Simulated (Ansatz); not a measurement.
H3NOSiZn, 7 atoms. The species carries charge 0 and has multiplicity 1. For Zn the d shell is correlated and the shells below it are frozen. Scalar relativity is left out up to krypton. The bonds changed during the relaxation, so this is another structure than the one it started from. All runs use 4 threads of a server CPU on a shared host. Correlated methods freeze the cores.

Problem. Give the basis size and wall time and peak host memory of each of these runs in Ansatz. RKS PBE0-D4/def2-QZVPP energy; RKS PBE-D4/def2-TZVPP energy and forces; RHF-CCSD(T) with 3s3p of Cu, Zn/def2-TZVPP energy; RHF-MP2 with 3s3p of Cu, Zn/def2-QZVPP energy; RKS ωB97M-V/def2-QZVPP energy; RKS PBE0-D4/def2-TZVP frequencies; RKS B3LYP-D4/def2-TZVPP energy and forces; RKS ωB97M-V/def2-SVP energy; direct RPA on PBE orbitals with 3s3p of Cu, Zn/def2-TZVPP energy; RKS PBE-QIDH (frozen core with 3s3p of Cu, Zn)/def2-TZVPP energy; RKS PBE0-D4/def2-TZVP relaxation (25 steps); RKS PBE0-D4/def2-SVP energy. (Best estimate.)

Solution. Ansatz gave: Other jobs shared the machine, so times are rough.

```tsv
level	job	functions	wall time	peak host memory (GiB)
RKS PBE0-D4/def2-SVP	energy	92	0.7 s	0.19
RKS PBE-D4/def2-TZVPP	energy and forces	210	1.2 s	0.27
RKS B3LYP-D4/def2-TZVPP	energy and forces	210	2.1 s	0.58
RKS ωB97M-V/def2-SVP	energy	92	2.2 s	0.29
direct RPA on PBE orbitals with 3s3p of Cu, Zn/def2-TZVPP	energy	210	2.2 s	0.42
RKS PBE-QIDH (frozen core with 3s3p of Cu, Zn)/def2-TZVPP	energy	210	2.7 s	0.5
RKS PBE0-D4/def2-QZVPP	energy	374	3.5 s	1.2
RKS ωB97M-V/def2-QZVPP	energy	374	7.5 s	1.4
RHF-MP2 with 3s3p of Cu, Zn/def2-QZVPP	energy	374	8.5 s	1.6
RHF-CCSD(T) with 3s3p of Cu, Zn/def2-TZVPP	energy	210	30 s	2.8
RKS PBE0-D4/def2-TZVP	relaxation (25 steps)	165	39 s	0.46
RKS PBE0-D4/def2-TZVP	frequencies	165	46 s	0.46
```

B3LYP here is the variant with VWN-RPA as its local correlation; programs differ in this.
